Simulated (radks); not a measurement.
The numbers below are computed, except where a source is named.
Spherical quantum dot in the effective-mass picture: electrons in a well V = -V0 / (1 + exp((r - R)/a)) with V0 = 4.46, R = 6.43, a = 0.67, with a point charge +1 (a donor) at the centre, all in effective atomic units (hartree* = m*/eps^2 hartree, bohr* = eps/m* bohr), one dielectric constant everywhere. Level of theory: non-relativistic Kohn-Sham, r2SCAN, spin-polarised, spherical densities, generalised Kohn-Sham scheme (a radial shooting solver with Libxc functionals). Levels are named by radial order and angular momentum (1s, 1p, 1d, 2s, ...), and open shells are averaged over m. Results are scaled to m* = 0.375 and eps = 9.5, for which hartree* = 113.1 meV and bohr* = 1.341 nm.

N = 14, configuration 1s2 1p6 1d(up 5, down 0) 2s(up 1, down 0). This is the lowest configuration that the search found. Occupied levels:

| level | occupation | eigenvalue (meV) | <r> (nm) |
|---|---|---|---|
| 1s up | 1 | -176.76 | 4.446 |
| 1s down | 1 | -169.81 | 4.673 |
| 1p up | 3 | -163.73 | 5.510 |
| 1p down | 3 | -156.70 | 5.378 |
| 2s up | 1 | -148.99 | 3.242 |
| 1d up | 5 | -147.75 | 5.789 |

Energy (meV): total -4577.50, kinetic 455.98, external -7149.2, Hartree 2517.4, exchange-correlation -401.72.

Electron density:

| r (nm) | n(r) (e/nm^3) |
|---|---|
| 0.497 | 0.07069 |
| 1.05 | 0.03153 |
| 1.60 | 0.01516 |
| 2.16 | 0.008689 |
| 2.71 | 0.006680 |
| 3.27 | 0.006884 |
| 3.82 | 0.008224 |
| 4.37 | 0.009918 |
| 4.93 | 0.01108 |
| 5.48 | 0.01090 |
| 6.04 | 0.009018 |
| 6.59 | 0.006009 |
| 7.14 | 0.003105 |
| 7.70 | 0.001207 |
| 8.25 | 0.0003486 |
| 8.81 | 0.00007703 |
| 9.36 | 0.00001374 |
| 9.91 | 2.105e-06 |
| 10.5 | 2.943e-07 |
| 11.0 | 3.954e-08 |
